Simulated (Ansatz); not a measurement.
`C[Si](O)([SiH3])S` + `O[SiH](O)S` → `O[SiH](O)S[SiH3]` + `C[SiH](O)S`  (cleavage of the Si–Si bond)

Isolated molecules relaxed with PBE0-D4/def2-TZVP in Ansatz; ΔE leaves out vibrations. CCSD(T)/CBS is the MP2 limit (def2-TZVPP, def2-QZVPP) plus CCSD(T) − MP2 in def2-TZVPP, frozen cores. DFT in def2-TZVPP. B3LYP here is the variant with VWN-RPA as its local correlation; programs differ in this. One conformer a species, not always the lowest.

```json
{"level": "PBE-D4", "ΔE (kcal/mol)": "-13.4", "difference from CCSD(T)/CBS": "3.1"}
{"level": "r2SCAN-D4", "ΔE (kcal/mol)": "-15.9", "difference from CCSD(T)/CBS": "0.6"}
{"level": "PBE0-D4", "ΔE (kcal/mol)": "-14.6", "difference from CCSD(T)/CBS": "1.9"}
{"level": "B3LYP-D4", "ΔE (kcal/mol)": "-15.2", "difference from CCSD(T)/CBS": "1.3"}
{"level": "ωB97X-V", "ΔE (kcal/mol)": "-15.8", "difference from CCSD(T)/CBS": "0.7"}
{"level": "ωB97M-V", "ΔE (kcal/mol)": "-17.0", "difference from CCSD(T)/CBS": "-0.5"}
{"level": "B2PLYP", "ΔE (kcal/mol)": "-16.5", "difference from CCSD(T)/CBS": "0.0"}
{"level": "PBE", "ΔE (kcal/mol)": "-13.6", "difference from CCSD(T)/CBS": "2.9"}
{"level": "r2SCAN", "ΔE (kcal/mol)": "-16.0", "difference from CCSD(T)/CBS": "0.5"}
{"level": "PBE0", "ΔE (kcal/mol)": "-14.9", "difference from CCSD(T)/CBS": "1.6"}
{"level": "B3LYP", "ΔE (kcal/mol)": "-15.5", "difference from CCSD(T)/CBS": "1.0"}
{"level": "HF/def2-TZVPP", "ΔE (kcal/mol)": "-18.7", "difference from CCSD(T)/CBS": "-2.2"}
{"level": "MP2/def2-TZVPP", "ΔE (kcal/mol)": "-18.1", "difference from CCSD(T)/CBS": "-1.6"}
{"level": "SCS-MP2/def2-TZVPP", "ΔE (kcal/mol)": "-17.9", "difference from CCSD(T)/CBS": "-1.4"}
{"level": "CCSD/def2-TZVPP", "ΔE (kcal/mol)": "-16.1", "difference from CCSD(T)/CBS": "0.4"}
{"level": "CCSD(T)/def2-TZVPP", "ΔE (kcal/mol)": "-15.9", "difference from CCSD(T)/CBS": "0.6"}
{"level": "HF/def2-QZVPP", "ΔE (kcal/mol)": "-18.9", "difference from CCSD(T)/CBS": "-2.4"}
{"level": "MP2/def2-QZVPP", "ΔE (kcal/mol)": "-18.5", "difference from CCSD(T)/CBS": "-2.0"}
{"level": "SCS-MP2/def2-QZVPP", "ΔE (kcal/mol)": "-18.3", "difference from CCSD(T)/CBS": "-1.8"}
{"level": "HF/CBS(def2)", "ΔE (kcal/mol)": "-18.9", "difference from CCSD(T)/CBS": "-2.4"}
{"level": "MP2/CBS(def2)", "ΔE (kcal/mol)": "-18.7", "difference from CCSD(T)/CBS": "-2.2"}
{"level": "CCSD/CBS(def2)", "ΔE (kcal/mol)": "-16.7", "difference from CCSD(T)/CBS": "-0.2"}
{"level": "CCSD(T)/CBS", "ΔE (kcal/mol)": "-16.5", "difference from CCSD(T)/CBS": "0"}
```

Largest T1 diagnostic among the species: 0.012.

From PBE to PBE0 (25 % exact exchange), in def2-TZVPP and without D4, ΔE moves by −1.3 kcal/mol.
